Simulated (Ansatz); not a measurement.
`COB(N)[SiH3]` + `[OH][Zr]([Cl])([Cl])[I]` → `COB([SiH3])I` + `[NH2][Zr]([OH])([Cl])[Cl]`  (redistribution)

Gas-phase electronic energies from Ansatz, PBE0-D4/def2-TZVP geometries. CCSD(T)/CBS is the MP2 limit (def2-TZVPP, def2-QZVPP) plus CCSD(T) − MP2 in def2-TZVPP, frozen cores. Functionals use def2-TZVPP. def2 core potentials past Kr. For I, Zr outer-core shells are correlated without core-valence functions, which leaves a few kJ/mol of doubt a bond. One conformer a species, not always the lowest.

Question: Is it downhill or uphill in electronic energy at CCSD(T)/CBS, and by how much? (Estimate.)

Answer: Ansatz gave: Uphill: ΔE = +119.4 kJ/mol.

Question: What do these levels give: PBE-D4, PBE0-D4, ωB97X-V, B2PLYP, r2SCAN, HF/CBS(def2)? (An estimate is asked.)

Answer: The calculation gave: PBE-D4 118.5, PBE0-D4 125.3, ωB97X-V 120.8, B2PLYP 125.5, r2SCAN 125.0, HF/CBS(def2) 135.1 kJ/mol.

Largest T1 diagnostic among the species: 0.016.

From PBE to PBE0 (25 % exact exchange), in def2-TZVPP and without D4, ΔE moves by +6.7 kJ/mol. In def2-TZVPP, CCSD(T) changes the Hartree–Fock value by −12.0 kJ/mol (the triples alone add −0.0 kJ/mol) and MP2 by −8.7 kJ/mol.
